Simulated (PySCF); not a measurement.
C4H10N2, SMILES C=C[C@@H](N)CN.

Geometry: B3LYP-D3(BJ)/def2-SVP. The values are those of a single conformer.

The numbers are results of TDDFT-ωB97X/def2-SVPD in PySCF, not measurements.

Vertical excitations. 

Estimate the UV-visible absorptions. (An estimate is asked for; the answer gives what the named calculation found.)


```csv
state,energy (eV),λ (nm),f,main pairs
S1,6.70,185,0.012,"HOMO→LUMO+1 64 %, HOMO→LUMO 12 %"
S2,6.76,183,0.075,"HOMO−1→LUMO 42 %, HOMO→LUMO 24 %, HOMO−1→LUMO+1 14 %"
S3,7.15,174,0.035,"HOMO−1→LUMO+1 52 %, HOMO−1→LUMO 25 %"
S4,7.22,172,0.283,"HOMO→LUMO 47 %, HOMO−1→LUMO 26 %, HOMO−2→LUMO 8 %"
S5,7.84,158,0.055,"HOMO−1→LUMO+2 58 %, HOMO−2→LUMO+1 12 %"
S6,7.90,157,0.056,"HOMO−1→LUMO+3 24 %, HOMO→LUMO+2 23 %, HOMO−2→LUMO+1 15 %, HOMO−1→LUMO+1 6 %"
S7,7.96,156,0.168,"HOMO−2→LUMO 55 %, HOMO−1→LUMO+2 11 %"
S8,8.05,154,0.022,"HOMO→LUMO+3 30 %, HOMO→LUMO+2 25 %, HOMO−1→LUMO+3 10 %, HOMO→LUMO+4 7 %"
S9,8.29,150,0.003,"HOMO→LUMO+4 21 %, HOMO→LUMO+3 17 %, HOMO→LUMO+5 10 %, HOMO−2→LUMO 8 %"
S10,8.60,144,0.005,"HOMO−3→LUMO 25 %, HOMO−2→LUMO+2 18 %, HOMO−1→LUMO+5 9 %, HOMO→LUMO+4 8 %"
T1,4.42,280,0,"HOMO−1→LUMO 49 %, HOMO−2→LUMO 39 %"
T2,6.50,191,0,"HOMO→LUMO 40 %, HOMO→LUMO+1 15 %, HOMO−1→LUMO 14 %, HOMO−2→LUMO 8 %"
T3,6.54,190,0,"HOMO→LUMO+1 51 %, HOMO−1→LUMO 9 %, HOMO−2→LUMO 9 %"
T4,6.95,178,0,HOMO−1→LUMO+1 53 %
```
Triplets are in the Tamm–Dancoff approximation, which puts them higher than full response would, so one can lie above its singlet here.
